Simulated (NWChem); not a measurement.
**Correlation energy of Zn**

```xyz
1

Zn     0.0000     0.0000     0.0000
```
Charge 0, spin multiplicity 1.

Everything below was run with NWChem.

Basis set: 3-21G. Each correlation energy counts from its own Hartree-Fock reference.

The correlated methods keep 9 core orbitals frozen. Coupled-cluster values serve here as a point of comparison, not as the truth.

Question: Order these methods by the correlation energy they give, lowest first: MP2, SCS-MP2, CCSD.

Answer: MP2 (-186.6 mHa), CCSD (-184.8 mHa), SCS-MP2 (-172.0 mHa)
